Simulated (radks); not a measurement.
Values are calculated unless marked as measured or tabulated.
The nuclear charge of the tellurium ion Te2+ is varied continuously with 50 electrons held in [Kr] 4d10 5s2 5p2. Level of theory: scalar-relativistic Kohn-Sham, LDA (Slater exchange, Perdew-Wang correlation), spin-polarised, spherical densities, finite nucleus; open shells are filled with parallel spins first (spin-orbit coupling, left out, can overturn this in heavy ions); Fermi nuclear charge, rms radius 4.7423 fm (a radial shooting solver on a logarithmic mesh with Libxc functionals). By the Hellmann-Feynman theorem dE/dZ = E(electron-nucleus)/Z, the electronic potential at the nucleus (averaged over a nucleus of fixed radius). The scalar-relativistic energy here is not variational (the density holds large components alone), so the two differ by a part that grows with Z.

Z	E (hartree)	E(electron-nucleus)/Z (hartree)	HOMO	e(HOMO) (eV)	<r> HOMO (bohr)
51.6	-6661.77292	-311.861	5p	-18.799	2.436
51.8	-6724.53673	-313.521	5p	-20.963	2.378
52	-6787.63590	-315.183	5p	-23.193	2.324
52.2	-6851.07064	-316.845	5p	-25.489	2.274
52.4	-6914.84114	-318.508	5p	-27.850	2.227
52.6	-6978.94764	-320.172	5p	-30.274	2.182
52.8	-7043.39037	-321.836	5p	-32.760	2.141
53	-7108.16957	-323.503	5p	-35.307	2.101

The central difference of E at Z = 52 is -316.335 hartree, to compare with the third column; the second derivative is -8.39 hartree.
